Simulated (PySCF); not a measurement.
Ionisation energy of Nb⁺ by level of theory

Nb⁺ [Kr] 4d4 (5D) → Nb²⁺ [Kr] 4d3 (4F), as a difference of total energies. All numbers are calculated (PySCF 2.14, the spin-free X2C one-electron Hamiltonian (Gaussian nucleus), in ANO-RCC-VTZP (7s6p4d2f1g, 68 functions)). Correlated levels: valence and next inner shell: [Ar] 3d10 frozen. The calculations carry no spin-orbit coupling.

Problem. Order these methods by the ionisation energy they give, lowest first.
A. MP2 (valence and next inner shell)
B. UHF
C. SCS-MP2 (valence and next inner shell)
D. CCSD (valence and next inner shell)

Solution. B (13.096 eV), C (13.765 eV), D (13.994 eV), A (14.137 eV).

A first-order spin-orbit estimate (lowest level to lowest level, LS coupling) adds -0.053 eV.

Errors of the correlated levels include the incompleteness of this basis and the frozen core.

For comparison: 14.32 eV (semi-empirical (NIST evaluation); NIST Atomic Spectra Database, ionization energies).
